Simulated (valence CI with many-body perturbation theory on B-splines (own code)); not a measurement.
**Ba25+: one-electron terms**

Computed by configuration interaction combined with many-body perturbation theory (CI+MBPT): three valence electrons over a frozen Dirac-Fock core [Ar] 3d10, a basis of 11 s, 11 p, 9 d, 7 f, 5 g, 2 h, 1 i functions for each j, with the one-electron correlation potential Σ1 (screened to all orders), the two-electron term Σ2, the three-electron term Σ3, Breit, model QED; selected single and double excitations, second order for the rest (own B-spline code, finite nucleus).

No measured spectrum was set against this ion. As an estimate, levels hold to about 250 cm⁻¹ or 0.2 % of their energy and the worst to 1 %, as in measured heavy ions of charge 2 to 7; those with d or f electrons hold less well.

These are the spectroscopic orbitals of the CI (the correlating ones are not listed), shaped by the core and the other valence electrons. h is the expectation value of the core's Dirac-Fock operator, without the valence repulsion; Σ1 is computed up to l = 3 at one energy for each symmetry, that of its lowest orbital but kept below the first core excitation, so for empty shells it is not the orbital's own correlation shift; Breit and QED include the response of the core.

```csv
Orbital,h (hartree),Σ1 (cm⁻¹),Breit (cm⁻¹),QED (cm⁻¹),⟨r⟩ (bohr)
4s1/2,-35.852,-12681,3974,2998,0.6040
5s1/2,-20.989,-4426,1725,1318,1.034
6s1/2,-13.8,-2099,883,684,1.584
7s1/2,-9.7687,-1182,519,403,2.246
4p1/2,-33.746,-12898,6201,-80.2,0.6092
5p1/2,-19.993,-4568,2704,-33.3,1.057
6p1/2,-13.258,-2231,1431,-17.3,1.618
7p1/2,-9.4415,-1274,851,-10.1,2.295
4p3/2,-32.916,-11848,3863,217,0.6258
5p3/2,-19.616,-4313,1690,96.9,1.078
6p3/2,-13.055,-2131,944,52.0,1.645
7p3/2,-9.3193,-1225,563,31.2,2.325
4d3/2,-29.505,-12468,2442,-171,0.6285
5d3/2,-18.033,-4661,1120,-75.3,1.107
6d3/2,-12.192,-2355,613,-40.5,1.696
4d5/2,-29.336,-12119,1424,-71.7,0.6330
5d5/2,-17.953,-4537,631,-30.2,1.112
6d5/2,-12.147,-2294,344,-15.9,1.703
4f5/2,-25.708,-11617,665,-74.3,0.6077
5f5/2,-16.364,-3921,318,-38.2,1.114
4f7/2,-25.68,-11383,134,-47.8,0.6090
5f7/2,-16.346,-3834,64.6,-24.1,1.116
5g7/2,-15.691,,13.5,-5.6,1.035
5g9/2,-15.684,,-12.8,0.0,1.036
```

Among the shells of the start configuration 4s2 4p1, Σ1 is largest in size for 4p1/2, where it is 0.17 % of h.

Lowest root of each symmetry, sizes in configuration state functions:

```tsv
J	Parity	Roots	Reference	Variational	Second order	Change by selected CI (cm⁻¹)	Change by second order (cm⁻¹)
1/2	even	9	46	7098	7701	-1328	0
3/2	even	13	75	12411	19839	-742	-1
5/2	even	13	80	15219	31697	-1259	-1
7/2	even	9	60	14933	32813	-1922	-2
9/2	even	4	41	10112	26320	-2282	-3
11/2	even	1	18	3427	20993	-3064	-4
1/2	odd	7	49	6755	7788	-1749	0
3/2	odd	12	80	11609	12016	-1710	0
5/2	odd	10	80	13103	27673	-1238	-1
7/2	odd	6	64	11054	28734	-1609	-2
9/2	odd	2	39	8200	27845	-1065	-4
```
